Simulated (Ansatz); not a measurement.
One change: `O=C=[N][GeH]([Cl])[Cl]` becomes `O=C=[N][GeH]([F])[Cl]`.

Ansatz, PBE0-D4/def2-TZVP geometries, multiplicity 1. Each molecule was computed in one conformer, which needn't be the lowest.

Scalar relativity is left out up to krypton.

```json
{"property": "size of the dipole moment (B3LYP/def2-TZVPP) / D", "`O=C=[N][GeH]([Cl])[Cl]`": "2.00"}
{"property": "HOMO energy (PBE/def2-TZVPP) / eV", "`O=C=[N][GeH]([Cl])[Cl]`": "-7.69"}
{"property": "LUMO energy (PBE/def2-TZVPP) / eV", "`O=C=[N][GeH]([Cl])[Cl]`": "-2.27"}
{"property": "LUMO energy (PBE0/def2-TZVPP) / eV", "`O=C=[N][GeH]([Cl])[Cl]`": "-1.28"}
{"property": "HOMO energy (B3LYP/def2-TZVPP) / eV", "`O=C=[N][GeH]([Cl])[Cl]`": "-8.85"}
{"property": "ideal-gas entropy at 298 K and 1 bar (rigid rotor, harmonic PBE0-D4/def2-TZVP) / J/(mol·K)", "`O=C=[N][GeH]([Cl])[Cl]`": "386"}
```

Give the same properties after the change, and the shifts. (Estimate.)

Ansatz gave: 
```tsv
property	`O=C=[N][GeH]([F])[Cl]`	shift
size of the dipole moment (B3LYP/def2-TZVPP) / D	2.22	0.22
HOMO energy (PBE/def2-TZVPP) / eV	-7.85	-0.16
LUMO energy (PBE/def2-TZVPP) / eV	-1.99	0.28
LUMO energy (PBE0/def2-TZVPP) / eV	-0.97	0.31
HOMO energy (B3LYP/def2-TZVPP) / eV	-9.03	-0.18
ideal-gas entropy at 298 K and 1 bar (rigid rotor, harmonic PBE0-D4/def2-TZVP) / J/(mol·K)	375	-11
```

With PBE0 the HOMO falls by 0.18 eV and the LUMO rises by 0.31 eV, so the gap widens by about 0.49 eV. PBE moves the HOMO by -0.16 eV and ωB97M-V by -0.19 eV. Dipoles are sizes alone; their direction can turn. Modes under 60 cm⁻¹, often nearly free rotors, make the harmonic entropy too high.

B3LYP here is the variant with VWN-RPA as its local correlation; programs differ in this.
